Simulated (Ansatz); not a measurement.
`C[SiH2]N[SiH3]` + `[NH2][GeH]1[BH][O]1` → `[CH3][Ge]1([NH2])[BH][O]1` + `[SiH3]N[SiH3]`  (formal exchange of groups at a C–Si bond)

Program: Ansatz. Geometries: PBE0-D4/def2-TZVP. ΔE: electronic, gas phase. CCSD(T)/CBS adds triple-zeta CCSD(T) − MP2 to the extrapolated MP2 energy (def2 sets, frozen cores). This one scheme is used for every species. Functionals use def2-TZVPP. For Ge outer-core shells are correlated without core-valence functions, which leaves a few kJ/mol of doubt a bond. Scalar relativity is left out up to krypton. One conformer a species, not always the lowest.

```csv
level,ΔE (kJ/mol)
PBE0-D4,10.8
CCSD/CBS(def2),6.6
```

**Question.** What does CCSD(T)/CBS give? (An estimate is asked.)

**Answer.** Computed: +6.4 kJ/mol. The listed levels differ from it by 4.4, 0.2 kJ/mol.

Largest T1 diagnostic among the species: 0.016.
